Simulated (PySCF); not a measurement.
Gas-phase reaction: 2 GaCl + 6 ClF → Ga₂F₆ + 4 Cl₂

Computed with PySCF and rigid-rotor harmonic-oscillator thermochemistry at 1 bar. † marks an energy on the PBE0/def2-TZVP geometry and frequencies; other levels use their own. 6-31G* has spherical d functions here. All species are closed-shell singlets. B3LYP is the form with VWN-RPA correlation. Ga: all electrons, no relativistic terms. Ga₂F₆: computed as isolated molecules; such fragments, hydroxides, amides, oligomers or adducts are transient or little studied in the gas. The harmonic model lacks anharmonicity and excited electronic states, which grow with temperature; levels with a mode under 35 cm⁻¹ are left out. Soft modes under 120 cm⁻¹ make the harmonic entropy rough for Ga₂F₆.

```
level               ΔE electronic, kJ  ΔH°(298 K), kJ  ΔS°(298 K), J/K  ΔG°(2000 K), kJ
------------------  -----------------  --------------  ---------------  ---------------
B3LYP/6-31G*                    -1392           -1379             -469             -503
HF/6-31G*                       -1496           -1484             -477             -592
M06-2X/def2-TZVP†               -1555           -1543             -467             -672
PBE0/def2-TZVP                  -1448           -1435             -467             -564
ωB97M-V/def2-TZVP†              -1449           -1436             -467             -565
```
ΔH° is lowest at M06-2X/def2-TZVP† and highest at B3LYP/6-31G*. No reference value is set beside these.
